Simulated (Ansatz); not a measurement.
Species: Al$_{2}$, charge 0, multiplicity 3. SMILES: [Al][Al]
Structure (B3LYP-D3(BJ)/def2-TZVP (Ansatz, a program for electronic structure) minimum search):
```xyz
2

Al     0.0000     0.0000    -1.3777
Al     0.0000     0.0000     1.3777
```
Charge 0, spin multiplicity 3.

Property: vertical ionisation energy (to the doublet state of charge +1; each state is the SCF solution reached for its spin), in eV. Correlated levels leave the core frozen unless marked. Open shells are spin-unrestricted. Spin-orbit coupling is left out. No relativistic terms. Basis-set limits of correlation are two-point, X^-3; Hartree-Fock from the larger set.

| level | program | vertical ionisation energy (eV) |
|---|---|---|
| r2SCAN/def2-TZVPD | Ansatz | 6.42 |
| B3LYP/def2-TZVPD | Ansatz | 6.14 |

Task: Estimate the value at CCSD(T)/CBS(aug-cc-pV(T+d)Z,aug-cc-pV(Q+d)Z) as computed with Ansatz.

Result: 6.20 eV
